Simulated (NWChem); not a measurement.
# Basis-set convergence for HFGeO

```xyz
4

Ge    -0.4252    -0.0203     0.0000
F      0.6312     1.4011     0.0000
O      0.9188    -1.2273     0.0000
H      0.5747    -2.1424     0.0000
```
Charge 0, spin multiplicity 1.

The numbers come from NWChem runs, not from measurements. All single points use one geometry, from PBE/def2-SVP, a minimum by its harmonic frequencies. It is one conformer; others weren't searched.

Quantity: vertical ionisation energy at the level ΔMP2 (Δ: difference of total energies, the cation a doublet at the parent's geometry with its hole in an orbital of symmetry a' (Cs labels); it is the state that the SCF runs reached, from PBE0 orbitals for Hartree-Fock references, and need not be the lowest).

The Hamiltonian is non-relativistic. The correlated methods keep 11 core orbitals frozen. The Pople sets run with spherical d functions. The structure started from a generated list of species. The stability of the SCF solutions was not checked. Open-shell Hartree-Fock references start from PBE0 orbitals; any time given for them includes that run.

Relative cost: rough, from shared machines, SCF included, STO-3G = 1.

| basis | functions | vertical ionisation energy (eV) | relative cost |
|---|---|---|---|
| STO-3G | 29 | 6.06 | 1 |
| 3-21G | 42 | ? | under 3 |
| 6-31G* | 62 | ? | under 3 |
| def2-SVP | 65 | 10.55 | under 3 |
| aug-pcseg-1 | 91 | 10.82 | 6 |
| def2-SVPD | 92 | 10.86 | 5 |
| pcseg-2 | 117 | ? | 10 |
| cc-pVTZ | 117 | 10.84 | 40 |
| def2-TZVPP | 124 | 10.90 | 10 |
| def2-QZVP | 219 | 11.04 | 300 |

Q: Fill in the missing entries.

A: 
- 3-21G, vertical ionisation energy (eV): 9.78
- 6-31G*, vertical ionisation energy (eV): 10.50
- pcseg-2, vertical ionisation energy (eV): 10.95
